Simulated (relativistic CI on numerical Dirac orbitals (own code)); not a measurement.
**Ni⁴⁺ in a cubic cluster: L2,3 absorption with charge transfer**

Computed with a charge-transfer multiplet model of a cubic metal-ligand cluster with up to 3 ligand holes, Slater and spin-orbit integrals from Dirac-Coulomb-Breit ions, Slater integrals scaled by 0.9. The ground state mixes d6 with configurations of k ligand holes L, whose averages lie at kΔ + k(k − 1)U_dd/2; a core hole lowers each added d electron by U_cd. 300 K, Lorentzian 0.4 eV and Gaussian 0.3 eV FWHM.

Atomic integrals in eV (Slater integrals scaled, ζ unscaled), ground: F2dd 12.773, F4dd 8.015, zeta_d 0.099; with the core hole: F2dd 13.428, F4dd 8.428, zeta_d 0.124, zeta_core 11.400, F2cd 8.116, G1cd 6.273, G3cd 3.570.

Cluster parameters (eV): Δ = -2, U_cd = 8.6, 10Dq = 1.9, 10Dq(ligand) = 0.3, V(eg) = 2.45, V(t2g) = -1.08, final-state hopping factor = 1.

| Case | n_d | d6 | d7L | d8L2 | d9L3 | S |
| --- | --- | --- | --- | --- | --- | --- |
| U_dd = 4.6 eV | 7.15 | 0.18 | 0.52 | 0.27 | 0.03 | 0.03 |
| U_dd = 6 eV | 7.04 | 0.21 | 0.56 | 0.22 | 0.02 | 0.03 |
| U_dd = 6.7 eV | 6.99 | 0.22 | 0.57 | 0.19 | 0.01 | 0.04 |
| U_dd = 7.4 eV | 6.96 | 0.23 | 0.58 | 0.17 | 0.01 | 0.04 |
| U_dd = 8.1 eV | 6.92 | 0.25 | 0.59 | 0.16 | 0.01 | 0.04 |

Weights, n_d and S are thermal averages at 300 K. Photon energies count from the first peak over 30 % of the highest in each spectrum, which can be another peak from case to case. The parameters are a model scan and need not match a compound or its usual spin state. Peaks in eV (height, largest 100):
- U_dd = 4.6 eV: 0.0 (100), 1.6 (6), 7.4 (15), 17.2 (50), 24.4 (9)
- U_dd = 6 eV: 0.0 (100), 2.5 (12), 3.9 (8), 7.9 (6), 17.2 (54), 19.2 (9)
- U_dd = 6.7 eV: 0.0 (100), 1.6 (9), 2.5 (16), 3.2 (11), 3.8 (11), 17.2 (57), 19.2 (11)
- U_dd = 7.4 eV: 0.0 (100), 1.4 (11), 2.5 (19), 3.1 (14), 3.7 (14), 17.1 (61), 19.1 (14), 20.9 (5)
- U_dd = 8.1 eV: 0.0 (100), 1.3 (13), 2.5 (21), 3.1 (15), 3.6 (17), 17.1 (62), 19.0 (15), 20.9 (5)

Curve for U_dd = 8.1 eV (points under 2 left out, the grid thinned):

E (eV), Intensity and a bar:
```
     -2.4        2.1 
     -2.1        4.1 #
     -1.8        4.1 #
     -1.4        4.3 #
     -1.1        6.7 ##
     -0.8       13.2 ####
     -0.5       36.6 ###########
     -0.2       83.0 ##########################
      0.1       95.4 ##############################
      0.5       35.3 ###########
      0.8       18.3 #####
      1.1       12.4 ###
      1.4       12.4 ###
      1.7       10.6 ###
      2.1       11.8 ###
      2.4       20.4 ######
      2.7       17.1 #####
      3.0       15.4 ####
      3.3       15.4 ####
      3.6       17.1 #####
      4.0       12.9 ####
      4.3        9.1 ##
      4.6        4.9 #
      4.9        3.8 #
      5.2        3.6 
      5.6        2.2 
     16.0        3.1 
     16.3        5.7 #
     16.6       13.6 ####
     16.9       43.5 #############
     17.2       56.9 ##################
     17.6       15.5 ####
     17.9        7.5 ##
     18.2        5.5 #
     18.5        5.8 #
     18.8       10.3 ###
     19.2       12.7 ###
     19.5        5.1 #
     19.8        3.0 
     20.1        2.5 
     20.4        2.8 
     20.7        4.5 #
     21.1        4.3 #
     21.4        2.9 
     21.7        2.0
```

For the case U_dd = 6.7 eV, Δ = -2 eV is smaller than U_dd = 6.7 eV, the charge-transfer side of the Zaanen-Sawatzky-Allen scheme (negative Δ: between configuration averages a ligand hole costs less than the nominal valence; multiplet and field energies can change this for the lowest states). With the core hole the configuration with one ligand hole lies at Δ + U_dd − U_cd = -6.0, -4.6, -3.9, -3.2, -2.5 eV from the one without, in the order of the table; where this is negative the screened configuration lies lower, though the effective hopping of about 4.2 eV (from the holes of the mixed ground state) mixes the two strongly wherever it is as large as the gap.
